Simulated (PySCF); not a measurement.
# Spin states and ions at one geometry of Hf(BH4)4

PySCF 2.14.0, RKS TPSS, Hf def2-SVP with ECP60, B def2-SVP, H def2-SVP; non-relativistic Hamiltonian with scalar-relativistic core potentials where named; density fitting; no spin-orbit coupling; singlets restricted, open shells unrestricted. The geometry is relaxed for charge 0, singlet, vacuum:

```xyz
21

Hf    0.0000    0.0000   -0.0529
B     1.3985    1.2763    1.2854
H     2.1242    1.9362    1.9768
H     1.3521    0.0605    1.6056
H     1.7170    1.2703    0.0685
H     0.1980    1.6515    1.2951
B    -1.3985   -1.2763    1.2854
H    -2.1242   -1.9362    1.9768
H    -1.3521   -0.0605    1.6056
H    -1.7170   -1.2703    0.0685
H    -0.1980   -1.6514    1.2951
B     1.2774   -1.3989   -1.3895
H     1.9364   -2.1235   -2.0829
H     1.6006   -1.4179   -0.1738
H     0.0476   -1.6653   -1.3943
H     1.3375   -0.1844   -1.7128
B    -1.2774    1.3989   -1.3895
H    -1.9364    2.1235   -2.0829
H    -1.6006    1.4179   -0.1738
H    -0.0476    1.6653   -1.3943
H    -1.3375    0.1844   -1.7128
```

Energies count from the relaxed state; an electron taken off or put on is at rest in vacuum. Charges and spins are Mulliken's.

| state | energy (eV) | spin squared | charge on Hf1 (e) | spin on Hf1 (e) | dipole about the centre of mass (D) |
| --- | --- | --- | --- | --- | --- |
| charge 0, singlet, vacuum | 0.00 | 0.00 | 0.34 | 0.00 | 0.01 |
| charge 0, triplet, vacuum | 6.57 | 2.00 | 0.10 | 0.70 | 0.12 |

Task: What does the state charge -1, doublet, vacuum give?

Result: energy (eV) 0.53, spin squared 0.75, charge on Hf1 (e) 0.22, spin on Hf1 (e) 0.62, dipole about the centre of mass (D) 0.01.

With an electron put on (doublet) the charges change, summed by element, by Hf -0.12 e, B -0.10 e, H -0.79 e. The vertical electron affinity is -0.53 eV, against −ε(LUMO) = 1.92 eV of the relaxed state. The basis has no diffuse functions, which an added electron needs. The added electron's level lies above zero.

Open shells may have lower solutions than those found.

No frequency check is given that shows the relaxed geometry to be a minimum.
